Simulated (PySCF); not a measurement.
Species: CH6Cl2GaN.
Numbering: `[NH3+:1][GaH2-:2][CH:3]([Cl:4])[Cl:5]` (hydrogens: H6, H7, H8 on N1; H9, H10 on Ga2; H11 on C3)

Method: PySCF, PBE0-D3(BJ)/def2-SVP geometry optimisation, gas phase; density fitting, grid level 1; the optimiser is geomeTRIC in internal coordinates, started from a GFN2-xTB structure with every atom displaced at random (about 0.01 Å).

Step 5: E = -80014.1137 eV
```
atom  x, y, z in Å  |  force x, y, z in eV/Å
N1     -1.6343   -0.2804   -0.1379    0.116  -0.093   0.037
Ga2     0.0993    0.9829    0.0190   -0.246  -0.010  -0.018
C3      1.5180   -0.4346   -0.0745    0.115   0.260  -0.056
Cl4     3.0002    0.5417    0.2486    0.105  -0.168   0.053
Cl5     1.2806   -1.7166    1.1516   -0.033  -0.055  -0.001
H6     -1.7309   -0.7364   -1.0451   -0.024   0.040  -0.008
H7     -1.5266   -1.0161    0.5635    0.029  -0.006   0.005
H8     -2.4998    0.2197    0.0609   -0.013   0.002  -0.006
H9     -0.1337    1.4784    1.4934    0.009   0.057  -0.046
H10    -0.0506    1.8769   -1.2679   -0.003   0.010   0.010
H11     1.7159   -0.9438   -1.0263   -0.056  -0.038   0.029
```

Step 6: E = -80014.1294 eV
```
atom  x, y, z in Å  |  force x, y, z in eV/Å
N1     -1.5379   -0.3233   -0.1247   -0.136  -0.004   0.071
Ga2     0.0745    1.0402    0.0328   -0.043   0.312  -0.012
C3      1.5028   -0.3622   -0.0501   -0.389   0.224  -0.436
Cl4     3.0992    0.3398    0.2688    0.068  -0.130   0.103
Cl5     1.0420   -1.6708    1.0766    0.224  -0.376   0.333
H6     -1.6109   -0.7852   -1.0307    0.007   0.009  -0.022
H7     -1.3592   -1.0452    0.5789    0.040  -0.015  -0.042
H8     -2.4388    0.1085    0.0801    0.001   0.002  -0.007
H9     -0.1869    1.6070    1.4749   -0.016   0.024   0.002
H10    -0.0811    1.8964   -1.2801   -0.030   0.028  -0.018
H11     1.5344   -0.8335   -1.0412    0.272  -0.075   0.027
```

Step 7: E = -80014.1562 eV
```
atom  x, y, z in Å  |  force x, y, z in eV/Å
N1     -1.5801   -0.3028   -0.1287   -0.017  -0.029   0.062
Ga2     0.0759    1.0278    0.0272   -0.068   0.049   0.010
C3      1.4955   -0.3950   -0.0571    0.021   0.114  -0.180
Cl4     3.0574    0.4094    0.2720    0.072  -0.029   0.043
Cl5     1.1848   -1.7285    1.1023   -0.088  -0.078   0.080
H6     -1.6609   -0.7615   -1.0358    0.009   0.011  -0.011
H7     -1.4252   -1.0301    0.5741    0.026  -0.021  -0.023
H8     -2.4700    0.1531    0.0717    0.004  -0.017   0.016
H9     -0.1799    1.5846    1.4741    0.003   0.022  -0.005
H10    -0.0696    1.8946   -1.2789   -0.007   0.007  -0.012
H11     1.6101   -0.8800   -1.0354    0.046  -0.029   0.019
```

**Question.** Estimate the geometry and energy of step 8. (The exact step hangs on the optimiser's Hessian estimate; all steps are aligned on step 7, rigid shifts and turns removed.)

**Answer.** E = -80014.1632 eV, largest force 0.187 eV/Å
```
atom  x, y, z in Å  |  force x, y, z in eV/Å
N1     -1.5638   -0.3102   -0.1243   -0.052   0.016   0.036
Ga2     0.0719    1.0441    0.0278   -0.051   0.023  -0.047
C3      1.4846   -0.3903   -0.0628    0.044   0.115  -0.141
Cl4     3.0613    0.3848    0.2711    0.025  -0.062   0.095
Cl5     1.1265   -1.7209    1.0972    0.011  -0.027   0.037
H6     -1.6410   -0.7631   -1.0348    0.008   0.014  -0.007
H7     -1.3879   -1.0400    0.5710    0.033  -0.022  -0.015
H8     -2.4607    0.1274    0.0848   -0.001  -0.023   0.017
H9     -0.1834    1.6091    1.4715    0.015   0.003  -0.004
H10    -0.0776    1.9118   -1.2789   -0.008  -0.008  -0.001
H11     1.6083   -0.8810   -1.0374   -0.024  -0.030   0.029
```

The energy changes by -0.0070 eV. The first-order estimate −F·Δx gives -0.0104 eV and the mean of the old and new forces, exact on a quadratic surface, -0.0070 eV. The step makes an angle of 69° with the force vector and moves no atom by more than 0.059 Å.

What follows is the cost of the whole optimisation. Hardware: an Arm Neoverse V1 with one thread, no GPU, on a shared host. Cost: 2.2 min of wall time, 0.53 GiB resident at most.
